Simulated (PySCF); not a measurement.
## Selenium: a sound run and one with changed settings

Sound run: Se⁺ [Ar] 3d10 4s2 4p3, Se²⁺ [Ar] 3d10 4s2 4p2. All numbers are calculated (PySCF 2.14, the spin-free X2C one-electron Hamiltonian (Gaussian nucleus), in aug-cc-pVDZ-DK (6s5p3d, 36 functions)). In the sound run the correlated levels freeze [Ar] 3d10. The sound run starts from symmetry-adapted Hartree-Fock orbitals and uses a fine grid where one is needed.

Changed run: basis STO-3G, all-electron and non-relativistic. This setting is unsound on purpose.

| species | method | sound run (hartree) | changed run (hartree) | converged |
| --- | --- | --- | --- | --- |
| Se⁺ | UHF | -2427.64781 | -2373.29984 | yes |
| Se⁺ | r2SCAN | -2429.33323 | -2374.59719 | yes |
| Se⁺ | B3LYP | -2429.39110 | -2374.49929 | yes |
| Se⁺ | MP2 | -2427.70519 | -2373.29984 | yes |
| Se²⁺ | UHF | -2426.88192 | -2372.53530 | yes |
| Se²⁺ | r2SCAN | -2428.53954 | -2373.80524 | yes |
| Se²⁺ | B3LYP | -2428.60786 | -2373.71924 | yes |
| Se²⁺ | MP2 | -2426.92590 | -2372.54313 | yes |
| Se²⁺ | CCSD(T) | -2426.94297 | -2372.54903 | yes |

Ionisation energy of Se⁺:

| method | sound run (eV) | changed run (eV) |
| --- | --- | --- |
| UHF | 20.841 | 20.804 |
| r2SCAN | 21.598 | 21.550 |
| B3LYP | 21.313 | 21.226 |
| MP2 | 21.206 | 20.591 |
| SCS-MP2 | 21.078 | 20.548 |

A minimal basis cannot let orbitals breathe on ionisation and holds almost no correlation. The Hamiltonian changed with the basis, so the totals do not compare.

For comparison, NIST gives 21.196 ± 0.01 eV between the lowest levels.
